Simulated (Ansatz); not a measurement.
Gas-phase electronic energies from Ansatz, PBE0-D4/def2-TZVP geometries. CBS: MP2 limit from def2 TZ/QZ plus the TZ coupled-cluster correction, frozen cores. This one scheme is used for every species, atoms too. Functionals use def2-TZVPP. B3LYP here is the variant with VWN-RPA as its local correlation; programs differ in this. No spin–orbit coupling; open shells (•) take unrestricted orbitals. Spin–orbit coupling would lower the free atoms: a little for B, C, F, Si. Each species was taken in one conformer, which may not be the lowest.

Reaction (atomization): `CB[SiH](C)F` → B• + 2 C• + F• + 8 H• + Si•

`CB[SiH](C)F`:

Cartesian coordinates in Å:
```
C -0.183 1.321 1.572
B 0.093 1.290 0.043
Si -0.444 -0.295 -1.078
C 0.595 -1.795 -0.676
F -0.301 -0.001 -2.658
H 0.609 1.810 2.148
H -0.453 0.375 2.045
H -1.056 1.988 1.674
H 0.606 2.254 -0.455
H -1.883 -0.623 -0.846
H 0.288 -2.649 -1.285
H 0.475 -2.067 0.376
H 1.655 -1.607 -0.860
```

```csv
level,ΔE (eV),difference from CCSD(T)/CBS
PBE-D4,50.69,0.53
r2SCAN-D4,50.41,0.25
PBE0-D4,50.23,0.07
B3LYP-D4,50.26,0.10
ωB97X-V,50.36,0.20
ωB97M-V,50.34,0.18
B2PLYP,49.76,-0.40
PBE,50.45,0.29
r2SCAN,50.35,0.19
PBE0,50.02,-0.14
B3LYP,49.88,-0.28
HF/def2-TZVPP,38.82,-11.34
MP2/def2-TZVPP,49.56,-0.60
SCS-MP2/def2-TZVPP,49.47,-0.69
CCSD/def2-TZVPP,48.54,-1.62
CCSD(T)/def2-TZVPP,49.05,-1.11
HF/def2-QZVPP,38.89,-11.27
MP2/def2-QZVPP,50.22,0.06
SCS-MP2/def2-QZVPP,50.20,0.04
HF/CBS(def2),38.90,-11.26
MP2/CBS(def2),50.67,0.51
CCSD/CBS(def2),49.65,-0.51
CCSD(T)/CBS,50.16,0
```

Largest T1 diagnostic among the species: 0.014.

In def2-TZVPP, CCSD(T) changes the Hartree–Fock value by +10.23 eV (the triples alone add +0.50 eV) and MP2 by +10.74 eV; breaking electron pairs costs correlation energy, which Hartree–Fock lacks. The D4 term adds +0.38 eV with B3LYP and +0.20 eV with PBE0; it sums over pairs of atoms, weighted by their polarisabilities, and B3LYP, whose exchange is more repulsive, gets the larger term.

For atomizations the MP2-based limit and the directly extrapolated one differ by several kJ/mol either way, and by 10 to 25 for some Ge, Se and Sn compounds, so smaller differences from it don't rank the levels.
